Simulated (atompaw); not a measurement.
**Rh (Z = 45): PAW (atompaw) pseudisation with PBE, scalar-relativistic reference atom.**

atompaw 4.2.0.5 was run on this input:

```
Rh 45
GGA-PBE scalarrelativistic loggrid 1500 logderivrange -6 5 276
5 5 4 0 0 0
5 0 0
5 1 0
4 2 8
0 0 0
c
c
c
c
v
c
c
v
v
c
v
2
2.60 2.45 2.55 1.90
y
-0.5
n
n
y
-0.65
n
custom rrkj gramschmidtortho sinc
bessel
2.60
2.60
1.50
2.60
2.00
2.60
PWSCFOUT
UPFDX 0.0125d0 UPFXMIN -7.d0 UPFZMESH 45.d0
END
```

Command:

```bash
atompaw < Rh.input > Rh.log
```

Resulting log (summary file):

```
Completed calculations for Rh (AE)

 Exchange-correlation type: GGA, Perdew-Burke-Ernzerhof

 Radial integration grid is logarithmic
 r0 =   1.9184428E-04 h =   8.6329924E-03   n =      1500 rmax =   8.0000000E+01

 Scalar relativistic calculation

 AEatom converged in  39 iterations
   nz     =  45.00
   delta  =       1.177201325040E-15

 All Electron Orbital energies:
  n  l      occupancy      energy
  1  0      2.0000000E+00 -1.6938927E+03
  2  0      2.0000000E+00 -2.4604604E+02
  3  0      2.0000000E+00 -4.4425998E+01
  4  0      2.0000000E+00 -6.6285198E+00
  5  0      0.0000000E+00 -7.9231049E-01
  2  1      6.0000000E+00 -2.2056054E+02
  3  1      6.0000000E+00 -3.6047314E+01
  4  1      6.0000000E+00 -4.2736081E+00
  5  1      0.0000000E+00 -4.5515816E-01
  3  2      1.0000000E+01 -2.2651514E+01
  4  2      8.0000000E+00 -9.9835853E-01

 Total energy
   Total                    :    -9567.68333908967179

 ---
 Completed calculations for Rh (SC)

 Exchange-correlation type: GGA, Perdew-Burke-Ernzerhof

 Radial integration grid is logarithmic
 r0 =   1.9184428E-04 h =   8.6329924E-03   n =      1500 rmax =   8.0000000E+01

 Scalar relativistic calculation

 SCatom converged in   5 iterations
   nz     =  45.00
   delta  =       6.227713026900E-18

 Valence Electron Orbital energies:
  n  l      occupancy      energy
   5  0      0.0000000E+00 -7.9231049E-01
   4  1      6.0000000E+00 -4.2736081E+00
   5  1      0.0000000E+00 -4.5515816E-01
   4  2      8.0000000E+00 -9.9835853E-01

 Total energy
   Total                    :    -9567.68333909160538
   Valence                  :     -414.21079865110141

 PAW parameters:
       lmax =            2
         rc =    2.6203052780144005
        irc =         1104
   rc_shape =    2.4666361050960783
    rc_vloc =    2.5533084028819362
    rc_core =    1.9037822345087529
   Vloc: truncated form - Vps(r)=A.sin(qr)/r for r<rc
   Projector type: RRKJ pseudization + Gram-Schmidt ortho.
   Sinc^2 compensation charge shape zeroed at   2.4666E+00

 Number of basis functions     6
 No.   n  nodes  l      Energy         Cp coeff         Occ
  1    5    4    0   -0.7923105E+00  0.1000000E+01  0.0000000E+00
  2  999    5    0   -0.5000000E+00  0.2200664E-02  0.0000000E+00
  3    4    2    1   -0.4273608E+01  0.1000000E+01  0.6000000E+01
  4    5    3    1   -0.4551582E+00  0.7685694E+00  0.0000000E+00
  5    4    1    2   -0.9983585E+00  0.1000000E+01  0.8000000E+01
  6  999    2    2   -0.6500000E+00  0.6194255E-02  0.0000000E+00

 Eigenvalues of overlap operator (in the basis of projectors):
    1        2.18812481E-01
    2        5.40891721E-01
    3        7.44443925E-01
    4        1.35457149E+00
    5        2.98354408E+01
    6        2.19712629E+02

 Orbital leakage outside PAW augmentation regions
   orb  is_core?  %out_of_sphere
   1 0    T           0.00
   2 0    T          -0.00
   3 0    T           0.00
   4 0    T           0.05
   5 0    F          59.15
   2 1    T          -0.00
   3 1    T           0.00
   4 1    F           0.28
   5 1    F          81.69
   3 2    T           0.00
   4 2    F           8.26

 Summary of PAW energies
   Total valence energy     :   -414.13267367545410
   Smooth energy            :     60.73742445024946
   One center               :   -474.87009812570358
   Smooth kinetic           :     57.55848796289284
   Vloc energy              :     16.93180335903784
   Smooth exch-corr         :    -15.91737667333969
   One-center xc            :   -260.76524357269403
```

The run took about 7.5 s on one core of a shared server CPU.
